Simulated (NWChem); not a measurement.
System: C2H5FOSi; SMILES C(=C\F)/O[SiH3]

The following NWChem deck was run.

```
start job
memory heap 200 mb stack 900 mb global 1100 mb
geometry units angstroms noautosym nocenter noautoz
  F      0.345033     2.867639    -0.017164
  C     -0.360639     1.741718    -0.116051
  C      0.185182     0.563409     0.184744
  O     -0.531570    -0.581911     0.125678
  Si     0.104346    -2.124757    -0.048369
  H     -1.393245     1.875898    -0.447910
  H      1.230698     0.511542     0.517254
  H     -1.021560    -3.056636     0.214159
  H      1.207359    -2.322565     0.940641
  H      0.642388    -2.325684    -1.426686
end
basis spherical
  * library cc-pvtz
end
dft
  xc hfexch
  iterations 150
  semidirect filesize 400000000
end
property
  efieldgrad
end
task dft property
```

NWChem printed, in part:

```
             Northwest Computational Chemistry Package (NWChem) 7.3.0
             --------------------------------------------------------

                             Geometry "geometry" -> ""
                             -------------------------

 Output coordinates in angstroms (scale by  1.889725989 to convert to a.u.)

  No.       Tag          Charge          X              Y              Z
 ---- ---------------- ---------- -------------- -------------- --------------
    1 F                    9.0000     0.34503300     2.86763900    -0.01716400
    2 C                    6.0000    -0.36063900     1.74171800    -0.11605100
    3 C                    6.0000     0.18518200     0.56340900     0.18474400
    4 O                    8.0000    -0.53157000    -0.58191100     0.12567800
    5 Si                  14.0000     0.10434600    -2.12475700    -0.04836900
    6 H                    1.0000    -1.39324500     1.87589800    -0.44791000
    7 H                    1.0000     1.23069800     0.51154200     0.51725400
    8 H                    1.0000    -1.02156000    -3.05663600     0.21415900
    9 H                    1.0000     1.20735900    -2.32256500     0.94064100
   10 H                    1.0000     0.64238800    -2.32568400    -1.42668600

 Effective nuclear repulsion energy (a.u.)     214.6102816845

  xc_inp: hfexch multiplicative factor not found.
                              NWChem Property Module
                              ----------------------

  itol2e modified to match energy
  convergence criterion.

                                 NWChem DFT Module
                                 -----------------

 Summary of "ao basis" -> "ao basis" (spherical)
 ------------------------------------------------------------------------------
       Tag                 Description            Shells   Functions and Types
 ---------------- ------------------------------  ------  ---------------------
 F                          cc-pvtz                 10       30   4s3p2d1f
 C                          cc-pvtz                 10       30   4s3p2d1f
 O                          cc-pvtz                 10       30   4s3p2d1f
 Si                         cc-pvtz                 12       34   5s4p2d1f
 H                          cc-pvtz                  6       14   3s2p1d

  itol2e modified to match energy
  convergence criterion.

            General Information
            -------------------
          SCF calculation type: DFT
          Wavefunction type:  closed shell.
          No. of atoms     :    10
          No. of electrons :    48
           Alpha electrons :    24
            Beta electrons :    24
          Charge           :     0
          Spin multiplicity:     1
          Use of symmetry is: off; symmetry adaption is: off
          Maximum number of iterations: 150
          AO basis - number of functions:   224
                     number of shells:    82
          Convergence on energy requested:  1.00D-07
          Convergence on density requested:  1.00D-05
          Convergence on gradient requested:  5.00D-04

              XC Information
              --------------
                     Hartree-Fock (Exact) Exchange  1.000

      Superposition of Atomic Density Guess
      -------------------------------------

 Sum of atomic energies:        -540.87358915

      Non-variational initial energy
      ------------------------------

 Total energy =    -542.936308
 1-e energy   =   -1172.877416
 2-e energy   =     415.330826
 HOMO         =      -0.246067
 LUMO         =       0.029661

[...]

          -----------------------
          Electric field gradient
          -----------------------

 1 a.u. = 0.324123 10**(16) esu/cm**3  ( or statvolts/cm**2 ) = 0.97174 10**(22) v/m**2

 ------------------------------------------------------------
   Atom      X         Y         Z
 ------------------------------------------------------------
    1 F    0.65202   5.41905  -0.03244
 ------------------------------------------------------------

 Electric field gradient in molecular frame (a.u.)
         XX             YY             ZZ             XY             XZ             YZ
 ------------------------------------------------------------------------------------------
        0.306826      -1.711748       1.404923      -1.999036      -0.129388      -0.292226

 Principal components (a.u.) and orientation
 of principal axis w.r.t. absolute frame                      Asymmetry parameter eta
 --------------------------------------------------------------------------------------
       -2.964791       1.551733       1.413058                       0.046774

        0.522112       0.792850      -0.314307
        0.849808      -0.514854       0.112923
        0.072291       0.326059       0.942581

 ------------------------------------------------------------
   Atom      X         Y         Z
 ------------------------------------------------------------
    2 C   -0.68151   3.29137  -0.21930
 ------------------------------------------------------------

 Electric field gradient in molecular frame (a.u.)
         XX             YY             ZZ             XY             XZ             YZ
 ------------------------------------------------------------------------------------------
        0.075550      -0.078896       0.003346      -0.368188       0.071381      -0.108478

 Principal components (a.u.) and orientation
 of principal axis w.r.t. absolute frame                      Asymmetry parameter eta
 --------------------------------------------------------------------------------------
        0.412189      -0.382084      -0.030106                       0.853923

        0.733501       0.613110      -0.293381
       -0.614226       0.782751       0.100131
        0.291035       0.106756       0.950737

 ------------------------------------------------------------
   Atom      X         Y         Z
 ------------------------------------------------------------
    3 C    0.34994   1.06469   0.34912
 ------------------------------------------------------------

 Electric field gradient in molecular frame (a.u.)
         XX             YY             ZZ             XY             XZ             YZ
 ------------------------------------------------------------------------------------------
        0.087998       0.020839      -0.108838      -0.249260       0.099674      -0.087776

 Principal components (a.u.) and orientation
 of principal axis w.r.t. absolute frame                      Asymmetry parameter eta
 --------------------------------------------------------------------------------------
        0.344814      -0.197097      -0.147716                       0.143211

        0.722343       0.656416      -0.217574
       -0.631883       0.754347       0.178004
        0.280971       0.008902       0.959675

 ------------------------------------------------------------
   Atom      X         Y         Z
 ------------------------------------------------------------
    4 O   -1.00452  -1.09965   0.23750
 ------------------------------------------------------------

 Electric field gradient in molecular frame (a.u.)
         XX             YY             ZZ             XY             XZ             YZ
 ------------------------------------------------------------------------------------------
        0.371895      -1.433745       1.061850      -0.665782       0.071716      -0.214391

 Principal components (a.u.) and orientation
 of principal axis w.r.t. absolute frame                      Asymmetry parameter eta
 --------------------------------------------------------------------------------------
       -1.664772       1.108973       0.555799                       0.332282

        0.307911       0.219398       0.925773
        0.949086      -0.138871      -0.282755
        0.066527       0.965702      -0.250987

 ------------------------------------------------------------
   Atom      X         Y         Z
 ------------------------------------------------------------
    5 Si   0.19719  -4.01521  -0.09140
 ------------------------------------------------------------

 Electric field gradient in molecular frame (a.u.)
         XX             YY             ZZ             XY             XZ             YZ
 ------------------------------------------------------------------------------------------
        0.160398      -0.382184       0.221786       0.273082      -0.001679      -0.037202

 Principal components (a.u.) and orientation
 of principal axis w.r.t. absolute frame                      Asymmetry parameter eta
 --------------------------------------------------------------------------------------
       -0.497406       0.278577       0.218829                       0.120119

       -0.382893       0.882903       0.271799
        0.922605       0.380390       0.064061
        0.046830      -0.275292       0.960219

 ------------------------------------------------------------
   Atom      X         Y         Z
 ------------------------------------------------------------
    6 H   -2.63285   3.54493  -0.84643
 ------------------------------------------------------------

 Electric field gradient in molecular frame (a.u.)
         XX             YY             ZZ             XY             XZ             YZ
 ------------------------------------------------------------------------------------------
       -0.233803       0.115124       0.118679       0.046973      -0.126202       0.019158

[...]
```

Level: Hartree-Fock/cc-pVTZ. Structure relaxed at the PBE0/def2-SVP level. NWChem prints the field gradient with the sign opposite to the second derivative of the potential.
